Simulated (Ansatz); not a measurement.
Reaction (ligand exchange at a Ga–O bond): `[OH][Ga]([F])[Cl]` + NH₃ → `[NH2][Ga]([F])[Cl]` + H₂O

Computed with Ansatz on PBE0-D4/def2-TZVP structures; ΔE is electronic, products minus reactants. CCSD(T)/CBS is the MP2 limit (def2-TZVPP, def2-QZVPP) plus CCSD(T) − MP2 in def2-TZVPP, frozen cores. This one scheme is used for every species. DFT in def2-TZVPP. For Ga outer-core shells are correlated without core-valence functions, which leaves a few kJ/mol of doubt a bond. Scalar relativity is left out up to krypton. One conformer a species, not always the lowest.

| level | ΔE (kJ/mol) |
| --- | --- |
| PBE | 13.8 |
| HF/CBS(def2) | 13.0 |

(1) What does CCSD(T)/CBS give? (Estimate.)

Largest T1 diagnostic among the species: 0.014.

Results:

(1) The calculation gave: +5.3 kJ/mol. The listed levels differ from it by 8.5, 7.7 kJ/mol.

From r2SCAN to r2SCAN0 (25 % exact exchange), in def2-TZVPP and without D4, ΔE moves by −3.7 kJ/mol. Leaving LDA and LC-ωPBE aside and taking each functional with its dispersion term where it has one, the values, not all of them listed here, spread over 9.6 kJ/mol, from PBE0-D4 to B97M-V. LDA lies −7.4 kJ/mol from PBE without D4.
